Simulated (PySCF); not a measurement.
SMILES c1ccc([SiH2]c2nccs2)cc1 at its GFN2-xTB optimised geometry (Å):

```
21

C     -2.8822    -2.1802     0.0000
C     -3.5683    -0.9766     0.0007
C     -2.8691     0.2156     0.0007
C     -1.4761     0.2339    -0.0005
Si    -0.5964     1.8964     0.0057
C      1.2707     1.6987    -0.1024
N      1.9475     0.6085    -0.0094
C      3.2795     0.8003    -0.1093
C      3.6621     2.0926    -0.2865
S      2.2856     3.1167    -0.3302
C     -0.8016    -0.9842     0.0000
C     -1.4978    -2.1802     0.0000
H     -3.4263    -3.1137    -0.0005
H     -4.6491    -0.9699     0.0011
H     -3.4090     1.1520     0.0013
H     -0.8796     2.6406     1.2426
H     -1.0034     2.7119    -1.1483
H      3.9380    -0.0475    -0.0462
H      4.6491     2.4945    -0.3927
H      0.2777    -0.9853     0.0011
H     -0.9585    -3.1167     0.0001
```

Method: PBE0/def2-SVP (PySCF 2.14.0). Cells within 0.4 Å of a nucleus heavier than hydrogen are left out (blank, or x).

Map of the Laplacian of the electron density (e/bohr⁵), clipped to [-1.50, 1.50] on the plane z = 0.0 Å:

```
|555555555555555555555555555|
|555555555555555555555555555|
|555555555555555555555555555|
|555555555555555555555555555|
|555555555555555555555555555|
|555555555555555555555555555|
|555555555555555553455555555|
|55555555555555554x955555555|
|555555555555555549445555555|
|555555555559x8443554x455555|
|555555555559x84xx6643555555|
|5555554055545555144x4555555|
|55555552x4x25555xx3x3555555|
|55555555x3x3555555550455555|
|555554415551455555555555555|
|555531xx555xx04555555555555|
|555555525542555555555555555|
|5555555xx2x7555555555555555|
|555555514542555555555555555|
|555555435550555555555555555|
|555555555555555555555555555|
|555555555555555555555555555|
|555555555555555555555555555|
|555555555555555555555555555|
|555555555555555555555555555|
|555555555555555555555555555|
|555555555555555555555555555|
```
Scale: ten equal steps from -1.50 (start of '0') to 1.50 (end of '9'), in the order '0123456789'; x runs from -7.00 to 7.00, y from -7.00 (bottom) to 7.00 (top).
